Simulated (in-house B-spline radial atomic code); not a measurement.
The numbers below are computed, except where a source is named.
# Ti in an electron gas of r_s = 3: phase shifts, screening, friction and resistivity

A nucleus sits in a uniform electron gas with a rigid positive background. The Kohn-Sham equations are solved self-consistently in the spin-unpolarised LDA (PW92), non-relativistic, on B-splines with outgoing waves at the boundary and partial waves to l = 8. The model has no lattice, no bands and no magnetic solution. Atomic units; δ_l are the phase shifts at the Fermi level, counted so that each bound state adds π, and good to about 0.0005. A narrow, partly filled d or f resonance in a thin gas would split by spin, so such rows rest on a solution that is probably unstable.

The density parameter is r_s = 3 bohr, near that of the valence electrons of Ag (1 per atom, density 10.5 g/cm³, mass 107.87 u, which gives r_s = 3.02).

```
l  δ_l (rad)
0     9.3530
1     6.3902
2     1.2482
3    -0.0256
4    -0.0033
5    -0.0005
6    -0.0003
7    -0.0003
8    -0.0003
```

Bound levels below the band bottom (hartree): s -176.8, s -19, p -15.82, s -1.823, p -0.9942.

(1) Check the Friedel sum rule, and say where the screening charge sits.

(2) Find the transport cross section and the electronic stopping of a 10 keV Ti ion (mass 47.87 u).

(3) What residual resistivity would 1 atomic per cent of such centres give in Ag?

(4) On a substitutional site the background of one host ion, a sphere holding 1 charge, is taken out. The phase shifts for l = 0 to 4 become 9.2360, 6.3080, 1.0074, -0.0256, -0.0035. What follows?

Results:

(1) k_F = (9π/4)^(1/3)/r_s = 0.63972. The rule is Z = (2/π) Σ (2l + 1) δ_l. The terms are s 5.954, p 12.204, d 3.973, f -0.114 and -0.031 beyond, in all 21.987 against Z = 22. Bound states hold 6 s, 12 p, 0 d electrons, so the scattering states carry 3.99 in all.

(2) σ_tr = (4π/k_F²) Σ (l + 1) sin²(δ_l − δ_(l+1)). The terms for l = 0 to 3 are 0.0316, 1.6530, 2.7431, 0.0020, all together 4.4298, so σ_tr = 30.707 × 4.4298 = 136.022 bohr². With n = 3/(4π r_s³) = 0.008842, the friction coefficient is Q = n k_F σ_tr = 0.7694. For v well below v_F = 0.640, dE/dx = Q v; with 24801 eV per u at v = 1, v = √(10000/(24801 × 47.87)) = 0.0918, so dE/dx = 0.07061 hartree/bohr = 36.3 eV/nm. The largest term couples the d and f waves.

(3) Δρ = k_F n_i σ_tr/n in atomic units of 21.74 μΩ·cm. With one host atom per 1 electron, n_i/n = 0.01/1, so Δρ = 0.6397 × 0.01000 × 136.022 × 21.74 = 18.92 μΩ·cm. This is an atom added to the gas, as on an interstitial site.

(4) The Friedel sum is now 20.99, for Z − 1 = 21. The sum in σ_tr is 3.6440, so σ_tr = 111.89 bohr² and Δρ = 15.56 μΩ·cm per atomic per cent, 0.82 times the value above. A real host ion scatters too, so this model doesn't give zero even for the host's own atom.
